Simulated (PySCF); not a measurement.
Compound: C₃H₆ClFSi.
SMILES with atom numbers: `[F:1][SiH2:2][CH2:3]/[CH:4]=[CH:5]\[Cl:6]` (hydrogens: H7, H8 on Si2; H9, H10 on C3; H11 on C4; H12 on C5)

A GFN2-xTB structure with every atom displaced at random (by about 0.01 Å) was refined with PBE0-D3(BJ)/def2-SVP geometry optimisation, gas phase in PySCF. Values at the start:

| coordinate | start |
| --- | --- |
| F1–Si2 | 1.630 Å |
| Si2–C3 | 1.894 Å |
| Si2–H7 | 1.454 Å |
| Si2–H8 | 1.440 Å |
| C3–C4 | 1.527 Å |
| C3–H9 | 1.099 Å |
| C4=C5 | 1.299 Å |
| C4–H11 | 1.085 Å |
| C5–Cl6 | 1.735 Å |
| C5–H12 | 1.076 Å |
| F1–Si2–C3 | 105.7° |
| Si2–C3–C4 | 111.7° |
| C3–C4–C5 | 125.4° |
| C4–C5–Cl6 | 123.0° |
| F1–Si2–C3–C4 | 62° |
| Si2–C3–C4–C5 | 91° |
| C3–C4–C5–Cl6 | 5° |

**Question.** How do these coordinates change at the PBE0-D3(BJ)/def2-SVP level?

**Answer.** 
```
  coordinate  PBE0-D3(BJ)/def2-SVP (Å or °)  change
      Si2–H8                          1.491  +0.051
       C3–C4                          1.489  -0.038
       C4=C5                          1.335  +0.036
      Si2–H7                          1.487  +0.033
      Si2–C3                          1.879  -0.015
      C5–H12                          1.091  +0.015
      C4–H11                          1.095  +0.010
      C5–Cl6                          1.730  -0.005
       C3–H9                          1.103  +0.004
      F1–Si2                          1.630   0.000
   F1–Si2–C3                          108.2    +2.5
    C3–C4–C5                          126.0    +0.6
   Si2–C3–C4                          111.4    -0.3
   C4–C5–Cl6                          123.1    +0.1
F1–Si2–C3–C4                             64      +2
C3–C4–C5–Cl6                              2      -3
Si2–C3–C4–C5                             93      +2
```

The energy falls by 14.9 kJ/mol over 9 energy and gradient evaluations, the largest force component goes from 0.0563 to 3.9e-04 Eh/bohr, and the atoms move by 0.051 Å rms after alignment. The bond that changes most is Si2–H8 (fluorine-bound silicon to Si–H hydrogen), which lengthens by 0.051 Å. Bonds longer at the end by more than 0.005 Å: 5 of 11; shorter: 2. Rotational constants go from 4895, 1042, 966.6 to 5031, 1019, 947.0 MHz.

The run used 122 basis functions and 62 SCF cycles in all. On one thread, Arm Neoverse N1 (aarch64), no GPU, shared host with 64 logical CPUs at a one-minute load of 37, this took 77 s wall and 0.51 GiB of memory at its peak.

Not checked by PBE0-D3(BJ)/def2-SVP frequencies. One conformer, not necessarily the lowest.

Shape of the structure used: `[F:1][SiH2:2][CH2:3]/[CH:4]=[CH:5]\[Cl:6]`: F1–Si2–C3–C4 64°, Si2–C3–C4–C5 93°.
